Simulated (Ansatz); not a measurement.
`F[SiH]([SeH])O[SiH3]` + H₂ → `F[SiH2]O[SiH3]` + H₂Se at 600 K and 1 bar (hydrogenolysis of the Si–Se bond).

Isolated molecules relaxed with PBE0-D4/def2-TZVP in Ansatz; ΔE leaves out vibrations. CBS: MP2 limit from def2 TZ/QZ plus the TZ coupled-cluster correction, frozen cores. This one scheme is used for every species. For Se outer-core shells are correlated without core-valence functions, which leaves a few kJ/mol of doubt a bond. Scalar relativity is left out up to krypton. One conformer a species, not always the lowest.

```csv
species,CCSD(T)/CBS energy (Eh),H − E (kJ/mol),S (J/(mol·K))
`F[SiH]([SeH])O[SiH3]`,-3157.02257,202.8,507.4
H₂,-1.17544,43.9,150.8
`F[SiH2]O[SiH3]`,-756.28164,188.4,432.8
H₂Se,-2401.89790,57.0,244.8
```

H − E and S are ideal-gas, rigid-rotor, harmonic terms from PBE0-D4/def2-TZVP, for one conformer and one mirror image of each species. The MP2-based limit puts H₂ 0.8 mEh under its directly extrapolated value; such offsets cancel only in part. 1 Eh = 2625.50 kJ/mol, R = 8.31446 J/(mol·K).

Problem. By hand: ΔE, ΔH, ΔS and ΔG.

Solution. ΔE = (-756.28164) + (-2401.89790) − (-3157.02257) − (-1.17544) = 0.01847 Eh = 48.5 kJ/mol. Δ(H − E) = 188.4 + 57.0 − 202.8 − 43.9 = -1.3, so ΔH = 47.2 kJ/mol. ΔS = 432.8 + 244.8 − 507.4 − 150.8 = 19.4 J/(mol·K). ΔG = 47.2 − 600 × (19.4)/1000 = 35.6 kJ/mol.

Problem. By hand: the equilibrium constant, and the temperature at which ΔG would vanish if ΔH and ΔS stayed fixed.

Solution. log₁₀ K = −ΔG/(RT ln 10) = -3.1. ΔG = 0 at ΔH/ΔS = 2433 K, though so small a ΔS makes that figure unsure.

ΔH outweighs TΔS. A doubt of 5 kJ/mol in ΔE shifts log₁₀ K by 0.4 here. Other conformers and mirror images would add mixing entropy, several J/(mol·K) or more a flexible species. Modes under 60 cm⁻¹, often nearly free rotors, make the harmonic entropy too high. These are equilibria of isolated gas molecules and say nothing of rates. Largest T1 diagnostic: 0.011 (customary marks: 0.02 for closed shells, 0.045 for open ones).
